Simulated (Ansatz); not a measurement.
C4H14GaN3, SMILES `C[N](C)[Ga]([NH2])[N](C)C`, relaxed with RKS PBE0-D4/def2-TZVP in Ansatz 0.2.0 from a PBE-D4/def2-SVP geometry. The force threshold is 0.005 eV/Å; the program also tests the step.

Charge 0, multiplicity 1.

Start:

```xyz
22

C     1.517    0.758   -1.684
N     1.484   -0.207   -0.610
C     2.637   -1.079   -0.562
Ga    0.152   -0.327    0.656
N     0.531   -1.268    2.195
N    -1.545    0.325    0.353
C    -2.461    0.595    1.437
C    -2.095    0.583   -0.958
H     1.509    0.274   -2.695
H     2.437    1.395   -1.648
H     0.646    1.442   -1.635
H     2.752   -1.675   -1.503
H     2.547   -1.802    0.274
H     3.595   -0.516   -0.425
H    -0.196   -1.359    2.908
H     1.436   -1.118    2.647
H    -3.390   -0.026    1.375
H    -1.987    0.386    2.419
H    -2.797    1.664    1.457
H    -3.030   -0.005   -1.137
H    -1.378    0.302   -1.754
H    -2.365    1.659   -1.110
```

```json
{"step": "1", "energy (eV)": "-61211.5634", "largest force (eV/Å)": "0.599", "largest move (Å)": "0.000"}
{"step": "2", "energy (eV)": "-61211.6470", "largest force (eV/Å)": "0.186", "largest move (Å)": "0.049"}
{"step": "3", "energy (eV)": "-61211.6564", "largest force (eV/Å)": "0.057", "largest move (Å)": "0.017"}
{"step": "4 (rejected)", "energy (eV)": "-61211.6561", "largest force (eV/Å)": "0.128", "largest move (Å)": "0.067"}
{"step": "5", "energy (eV)": "-61211.6575", "largest force (eV/Å)": "0.028", "largest move (Å)": "0.034"}
{"step": "6", "energy (eV)": "-61211.6579", "largest force (eV/Å)": "0.006", "largest move (Å)": "0.012"}
{"step": "7", "energy (eV)": "-61211.6580", "largest force (eV/Å)": "0.005", "largest move (Å)": "0.007"}
{"step": "8", "energy (eV)": "-61211.6580", "largest force (eV/Å)": "0.005", "largest move (Å)": "0.007"}
{"step": "9", "energy (eV)": "-61211.6580", "largest force (eV/Å)": "0.009", "largest move (Å)": "0.003"}
{"step": "10", "energy (eV)": "-61211.6580", "largest force (eV/Å)": "0.002", "largest move (Å)": "0.001"}
```

End:

```xyz
22

C     1.496    0.733   -1.679
N     1.464   -0.220   -0.605
C     2.631   -1.060   -0.560
Ga    0.148   -0.331    0.652
N     0.510   -1.229    2.201
N    -1.523    0.337    0.355
C    -2.451    0.593    1.421
C    -2.077    0.594   -0.946
H     1.498    0.246   -2.667
H     2.398    1.363   -1.632
H     0.634    1.402   -1.639
H     2.757   -1.629   -1.495
H     2.559   -1.785    0.254
H     3.554   -0.477   -0.413
H    -0.185   -1.311    2.924
H     1.434   -1.215    2.598
H    -3.350   -0.040    1.346
H    -1.992    0.403    2.395
H    -2.794    1.639    1.422
H    -2.998    0.014   -1.112
H    -1.375    0.318   -1.735
H    -2.338    1.655   -1.084
```

Hardware: 4 threads of an AMD EPYC 7R13 on a shared host and a share of an NVIDIA H100 80 GB. Wall time 25 s, peak host memory 1 GiB.
